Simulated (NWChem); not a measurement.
System: CH₄AlBrO; SMILES C[O][AlH][Br]

Here is an NWChem input.

```
start job
memory heap 200 mb stack 900 mb global 1100 mb
geometry units angstroms
  Al    -0.781469    -0.622601    -0.394586
  H     -2.072694    -1.296820    -0.009116
  Br     0.313276     0.588044     1.148797
  O     -0.257154    -0.821926    -1.935346
  C      0.129654    -1.035028    -3.266997
  H      1.007280    -1.683336    -3.295837
  H     -0.685989    -1.509426    -3.814869
  H      0.372659    -0.080698    -3.737609
end
basis spherical
  * library def2-svp
end
dft
  xc pbe0
  iterations 150
end
driver
  maxiter 120
end
task dft optimize
task dft freq
```

Output (shortened):

```
             Northwest Computational Chemistry Package (NWChem) 7.3.0
             --------------------------------------------------------

 C1  symmetry detected

                             Geometry "geometry" -> ""
                             -------------------------

 Output coordinates in angstroms (scale by  1.889725989 to convert to a.u.)

  No.       Tag          Charge          X              Y              Z
 ---- ---------------- ---------- -------------- -------------- --------------
    1 Al                  13.0000    -0.80741500    -0.51943475    -0.00003739
    2 H                    1.0000    -2.31232380    -0.59473325    -0.00015503
    3 Br                  35.0000     0.17793866     1.49928692    -0.00000256
    4 O                    8.0000     0.01867397    -1.93582277     0.00016066
    5 C                    6.0000     0.65864682    -3.18432665    -0.00014820
    6 H                    1.0000     1.13694408    -3.35271586     0.96641230
    7 H                    1.0000    -0.07393859    -3.97243083    -0.18098273
    8 H                    1.0000     1.41658742    -3.20996833    -0.78509494

 Effective nuclear repulsion energy (a.u.)     284.5433170951

                                Z-matrix (autoz)
                                --------

 Units are Angstrom for bonds and degrees for angles

[...]

      ----------------------
      Optimization converged
      ----------------------

  Step       Energy      Delta E   Gmax     Grms     Xrms     Xmax
  ---- ---------------- -------- -------- -------- -------- --------
@   43   -2931.40525728 -2.2D-08  0.00002  0.00001  0.00053  0.00113
                                     ok       ok       ok       ok

                                Z-matrix (autoz)
                                --------

 Units are Angstrom for bonds and degrees for angles

[...]

 Rotational Constants
 --------------------
 A=   0.283498 cm-1  (  0.407881 K)
 B=   0.051731 cm-1  (  0.074428 K)
 C=   0.044114 cm-1  (  0.063468 K)

 Temperature                      =   298.15K
 frequency scaling parameter      =   1.0000

 Zero-Point correction to Energy  =   31.655 kcal/mol  (  0.050446 au)
 Thermal correction to Energy     =   35.648 kcal/mol  (  0.056808 au)
 Thermal correction to Enthalpy   =   36.240 kcal/mol  (  0.057752 au)

 Total Entropy                    =   82.693 cal/mol-K
   - Translational                =   40.680 cal/mol-K (mol. weight = 138.9243)
   - Rotational                   =   27.301 cal/mol-K (symmetry #  =        1)
   - Vibrational                  =   14.711 cal/mol-K

 Cv (constant volume heat capacity) =   18.852 cal/mol-K
   - Translational                  =    2.979 cal/mol-K
   - Rotational                     =    2.979 cal/mol-K
   - Vibrational                    =   12.893 cal/mol-K

[normal modes left out]

 ----------------------------------------------------------------------------
 Normal Eigenvalue ||           Projected Infra Red Intensities
  Mode   [cm**-1]  || [atomic units] [(debye/angs)**2] [(KM/mol)] [arbitrary]
 ------ ---------- || -------------- ----------------- ---------- -----------
    1       -0.000 ||    0.000108           0.002         0.105       0.022
    2       -0.000 ||    0.000015           0.000         0.014       0.003
    3       -0.000 ||    0.000012           0.000         0.012       0.002
    4        0.000 ||    0.000028           0.001         0.027       0.006
    5        0.000 ||    0.000044           0.001         0.043       0.009
    6        0.000 ||    0.000249           0.006         0.243       0.052
    7       74.273 ||    0.004399           0.101         4.288       0.916
    8       83.830 ||    0.000000           0.000         0.000       0.000
    9      153.606 ||    0.012038           0.278        11.736       2.508
   10      242.578 ||    0.015228           0.351        14.845       3.172
   11      410.638 ||    0.053172           1.227        51.835      11.077
   12      462.833 ||    0.127997           2.953       124.777      26.665
   13      647.381 ||    0.122530           2.827       119.449      25.526
   14      745.579 ||    0.166602           3.844       162.412      34.707
   15     1186.300 ||    0.017712           0.409        17.266       3.690
   16     1190.229 ||    0.000179           0.004         0.174       0.037
   17     1273.614 ||    0.329301           7.597       321.019      68.601
   18     1475.036 ||    0.002139           0.049         2.085       0.446
   19     1477.460 ||    0.002183           0.050         2.128       0.455
   20     1480.988 ||    0.015167           0.350        14.786       3.160
   21     2023.136 ||    0.128255           2.959       125.029      26.718
   22     3015.268 ||    0.085707           1.977        83.551      17.855
   23     3101.319 ||    0.036668           0.846        35.746       7.639
   24     3109.527 ||    0.032323           0.746        31.510       6.734
 ----------------------------------------------------------------------------
```

Level: PBE0/def2-SVP. This build's default masses of Se (78.918 u) and Br (79.917 u) are each other's, which moves their modes by up to 0.6 %.
